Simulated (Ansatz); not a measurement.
The cluster Ba3. Total charge 0; triplet. Geometry PBE0/def2-TZVPD, that of the charge -1 doublet; atoms count from 1.

```xyz
3

Ba    1.219    1.668    1.526
Ba   -2.374    0.519   -0.835
Ba    1.155   -2.188   -0.691
```

In the def2 sets Ba takes a core potential; there is no spin–orbit coupling. At PBE0/def2-TZVPD a singlet of charge 0 lies 0.18 eV below the triplet at the same geometry. The structure comes from a short search, and lower isomers may exist.

(1) Estimate the Mulliken populations from the PBE0/def2-TZVPD orbitals of Ansatz.

(2) Where does the spin sit?

(3) And the Mayer bond orders between bonded heavy atoms (over 0.3)?

Results:

(1) 
| atom | charge (e) | spin (α − β) |
| --- | --- | --- |
| Ba1 | 0.03 | 0.78 |
| Ba2 | -0.05 | 0.45 |
| Ba3 | 0.03 | 0.78 |
Mulliken values and Mayer orders depend strongly on the basis. With diffuse functions, as here, like atoms can get unlike values, and bond orders can come out too low or too high.

(2) Summed by element: Ba 2.00, of 2 unpaired in all. Largest on single atoms: Ba3 0.78, Ba1 0.78, Ba2 0.45.

(3) Ba1–Ba2 1.11 (4.45 Å); Ba1–Ba3 1.16 (4.45 Å); Ba2–Ba3 1.11 (4.45 Å).
